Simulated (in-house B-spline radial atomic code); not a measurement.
## Sc II (Sc+): [Ar] 3d1 4s1

Method: non-relativistic Hartree-Fock, spin-polarised, averaged over the determinants with the given up and down occupations, point nucleus. Calculated with an all-electron radial atomic-structure program (B-spline basis).

Effective charges: Z_r = [3n² - l(l+1)]/(2<r>) from the radius, Z_e = n√(-2ε) from the energy, and Slater's rules. Values are occupation-weighted means over spin.

```tsv
shell	electrons	ε (eV)	<r> (bohr)	Z_r	Z_e	Slater
1s	2	-4521.3	0.07353	20.40	18.23	20.70
2s	2	-526.09	0.3432	17.48	12.44	16.85
2p	6	-433.26	0.3071	16.28	11.29	16.85
3s	2	-76.65	1.08	12.50	7.12	9.75
3p	6	-49.681	1.172	10.66	5.73	9.75
3d	1	-16.322	1.634	6.42	3.29	3.00
4s	1	-12.233	3.482	6.89	3.79	3.35
```

The least bound orbital is 4s up at -12.23 eV, and it is also the most diffuse (<r> = 3.482 bohr).
